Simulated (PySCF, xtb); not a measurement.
Sn(H)3(NHMe) (CH7NSn), SMILES [NH](C)[SnH3].

Harmonic wavenumbers (cm⁻¹) from GFN2-xTB (xtb) at its own minimum, in rising order: 135, 181, 217, 428, 438, 475, 620, 671, 675, 707, 1058, 1093, 1125, 1331, 1429, 1494, 1506, 1552, 1770, 1855, 2901, 2978, 3012, 3403.

Problem. What does PBE-D3(BJ)/def2-SVP (PySCF 2.14.0) give at its own minimum? (The exact figures need the calculation; the answer reports its results.)

Solution. 100, 168, 201, 455, 470, 480, 625, 661, 679, 698, 1043, 1094, 1097, 1317, 1391, 1417, 1439, 1792, 1859, 1874, 2871, 2965, 3018, 3454. Paired by order, the mean absolute difference is 35 cm⁻¹ and the zero-point energies are 44.4 and 44.6 kcal/mol.
